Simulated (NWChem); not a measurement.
Species: CH$_{3}$N$_{2}$S anion

```xyz
7

N      1.1599    -1.1729     0.0109
C      0.1122    -0.4081     0.0151
N     -1.1342    -1.0611     0.0439
S      0.0378     1.3541     0.0037
H      1.9918    -0.5872     0.0256
H     -1.0885    -2.0181    -0.2908
H     -1.8940    -0.5099    -0.3314
```
Atoms are numbered in this order, from 1.

All runs: NWChem. Sets without diffuse functions describe the anion's extra electron poorly. The geometry was optimised at B3LYP/def2-SVPD. Vzz is the largest principal value of the second derivative of the potential at the nucleus (NWChem prints the opposite sign); η is the asymmetry. Non-relativistic.

For level PBE0/cc-pVTZ:

```
Quantity       Result
-------------  ------
Vzz N1 (a.u.)  -0.523
Vzz N3 (a.u.)  -1.004
Vzz S4 (a.u.)   2.305
```

Problem. Estimate the same quantities for level CAM-B3LYP/def2-SVP.

Solution. The vzz N1 (a.u.) comes out as 0.567, the vzz N3 (a.u.) is -1.062 and the vzz S4 (a.u.) comes out as 2.432.
